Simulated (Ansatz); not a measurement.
Question: Name a neutral molecule of F, Ge, O and H with HOMO energy (ωB97M-V/def2-TZVPP) between -12.85 and -12.55 eV and zero-point energy (PBE0-D4/def2-TZVP) between 64 and 80 kJ/mol (Ansatz, PBE0-D4/def2-TZVP geometry).

Answer: `[OH][GeH]([F])[F]` (-12.56 eV, 69.8 kJ/mol). Other molecules can fit too; these were computed, each in one conformer that needn't be the lowest.
